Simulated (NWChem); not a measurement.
System meant: InHOBrF; SMILES [In]([Br])([OH])[F]

NWChem input:

```
start job
memory heap 200 mb stack 900 mb global 1100 mb
geometry units angstroms noautoz
  In     0.009340     0.676329     0.000000
  F      1.735359     1.638838     0.000000
  Br     0.033487    -1.794164     0.000000
  O     -1.668614     1.779931     0.000000
  H     -1.401833     2.722538     0.000000
end
basis spherical
  * library def2-svp
end
ecp
  In library def2-ecp
end
dft
  odft
  mult 2
  xc pbe0
  iterations 150
  mulliken
end
task dft energy
```

End of the output:

```
 Summary of "ao basis" -> "ao basis" (spherical)
 ------------------------------------------------------------------------------
       Tag                 Description            Shells   Functions and Types
 ---------------- ------------------------------  ------  ---------------------
 In                         def2-svp                10       26   4s4p2d
 F                          def2-svp                 6       14   3s2p1d
 Br                         def2-svp                12       32   5s4p3d
 O                          def2-svp                 6       14   3s2p1d
 H                          def2-svp                 3        5   2s1p

 Summary of "ao basis" -> "ao basis" (spherical)
 ------------------------------------------------------------------------------
       Tag                 Description            Shells   Functions and Types
 ---------------- ------------------------------  ------  ---------------------
 In                         def2-svp                10       26   4s4p2d
 F                          def2-svp                 6       14   3s2p1d
 Br                         def2-svp                12       32   5s4p3d
 O                          def2-svp                 6       14   3s2p1d
 H                          def2-svp                 3        5   2s1p

      Symmetry analysis of basis
      --------------------------

        a'         64
        a"         27

  number of electrons :                   74
  multiplicity        :                    2
 ------------------------------------------------------------------------
  no. of electrons and multiplicity not compatible                  74
 ------------------------------------------------------------------------
 ------------------------------------------------------------------------
  current input line :
    23: task dft energy
 ------------------------------------------------------------------------
 ------------------------------------------------------------------------
 There is an error in the input file
 ------------------------------------------------------------------------
 For more information see the NWChem manual at https://nwchemgit.github.io

0: no. of electrons and multiplicity not compatible:Received an Error in Communication
```

Find the fault in this run and fix the input.

The program refused the input. Cause: the multiplicity doesn't fit the number of electrons (an even count wants an odd multiplicity, and the reverse). This input runs:
```
start job
memory heap 200 mb stack 900 mb global 1100 mb
geometry units angstroms noautoz
  In     0.009340     0.676329     0.000000
  F      1.735359     1.638838     0.000000
  Br     0.033487    -1.794164     0.000000
  O     -1.668614     1.779931     0.000000
  H     -1.401833     2.722538     0.000000
end
basis spherical
  * library def2-svp
end
ecp
  In library def2-ecp
end
dft
  xc pbe0
  iterations 150
  mulliken
end
task dft energy
```
It converges to -2939.11536 Ha (PBE0/def2-SVP with def2 effective core potentials on In).
